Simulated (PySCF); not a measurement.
## Rh²⁺ (rhodium, charge +2) across methods

[Kr] 4d6 5p1, one real determinant (an excited configuration). All numbers are calculated (PySCF 2.14, scalar relativity through the core potential, in def2-QZVPPD with the def2 core potential (28 electrons)).

```json
{"method": "r2SCAN", "E (hartree)": "-109.1606", "mean ε 4d α (eV)": "-32.496", "mean ε 4d β (eV)": "-29.123", "mean ε 5p α (eV)": "-16.602", "Σ⟨r²⟩ (bohr²)": "34.72", "⟨S²⟩": "8.751"}
{"method": "PBE", "E (hartree)": "-109.1202", "mean ε 4d α (eV)": "-31.904", "mean ε 4d β (eV)": "-29.074", "mean ε 5p α (eV)": "-16.494", "Σ⟨r²⟩ (bohr²)": "34.74", "⟨S²⟩": "8.751"}
{"method": "UHF", "E (hartree)": "-108.51874", "mean ε 4d α (eV)": "-39.834", "mean ε 4d β (eV)": "-35.594", "mean ε 5p α (eV)": "-18.578", "Σ⟨r²⟩ (bohr²)": "35.38", "⟨S²⟩": "8.753"}
{"method": "MN15", "E (hartree)": "-108.8693", "mean ε 4d α (eV)": "-34.428", "mean ε 4d β (eV)": "-31.844", "mean ε 5p α (eV)": "-17.612", "Σ⟨r²⟩ (bohr²)": "34.87", "⟨S²⟩": "8.751"}
{"method": "wB97X", "E (hartree)": "-109.1046", "mean ε 4d α (eV)": "-36.386", "mean ε 4d β (eV)": "-33.608", "mean ε 5p α (eV)": "-18.668", "Σ⟨r²⟩ (bohr²)": "34.84", "⟨S²⟩": "8.751"}
{"method": "PBE0", "E (hartree)": "-109.1140", "mean ε 4d α (eV)": "-34.094", "mean ε 4d β (eV)": "-30.974", "mean ε 5p α (eV)": "-17.125", "Σ⟨r²⟩ (bohr²)": "34.79", "⟨S²⟩": "8.751"}
{"method": "HSE06", "E (hartree)": "-109.1120", "mean ε 4d α (eV)": "-33.668", "mean ε 4d β (eV)": "-30.559", "mean ε 5p α (eV)": "-16.751", "Σ⟨r²⟩ (bohr²)": "34.82", "⟨S²⟩": "8.751"}
{"method": "LDA", "E (hartree)": "-108.8590", "mean ε 4d α (eV)": "-32.000", "mean ε 4d β (eV)": "-28.993", "mean ε 5p α (eV)": "-16.643", "Σ⟨r²⟩ (bohr²)": "34.81", "⟨S²⟩": "8.750"}
{"method": "LC-wPBE", "E (hartree)": "-109.1401", "mean ε 4d α (eV)": "-36.830", "mean ε 4d β (eV)": "-33.929", "mean ε 5p α (eV)": "-19.199", "Σ⟨r²⟩ (bohr²)": "34.68", "⟨S²⟩": "8.751"}
```

⟨L²⟩ = 8.03 against 12 for a pure F term, so this real determinant mixes terms. Energies and moments cover only the electrons outside the core potential.
